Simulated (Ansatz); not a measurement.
Calculated with Ansatz (gas phase, PBE0-D4/def2-TZVP geometries, no zero-point term in ΔE). CBS: MP2 limit from def2 TZ/QZ plus the TZ coupled-cluster correction, frozen cores. This one scheme is used for every species. Each species was taken in one conformer, which may not be the lowest.

`FC[SiH](S)Cl` + HCl → `S[SiH](Cl)CCl` + H–F  (substitution at a C–F bond)

```
        species  CCSD(T)/CBS(def2) energy (Eh)
 `FC[SiH](S)Cl`                    -1286.95469
            HCl                     -460.38127
`S[SiH](Cl)CCl`                    -1646.95956
            H–F                     -100.39570
```

Problem. Work out ΔE.

Solution. ΔE = (-1646.95956) + (-100.39570) − (-1286.95469) − (-460.38127) = -0.01930 Eh = -50.7 kJ/mol.

Largest T1 diagnostic among the species: 0.011.

The D4 term adds −8.4 kJ/mol with B3LYP and −4.5 kJ/mol with PBE0; it sums over pairs of atoms, weighted by their polarisabilities, and B3LYP, whose exchange is more repulsive, gets the larger term. From PBE to PBE0 (25 % exact exchange), in def2-TZVPP and without D4, ΔE moves by −3.8 kJ/mol. In def2-TZVPP, CCSD(T) changes the Hartree–Fock value by −18.2 kJ/mol (the triples alone add −3.2 kJ/mol) and MP2 by −30.6 kJ/mol.

B3LYP here is the variant with VWN-RPA as its local correlation; programs differ in this.
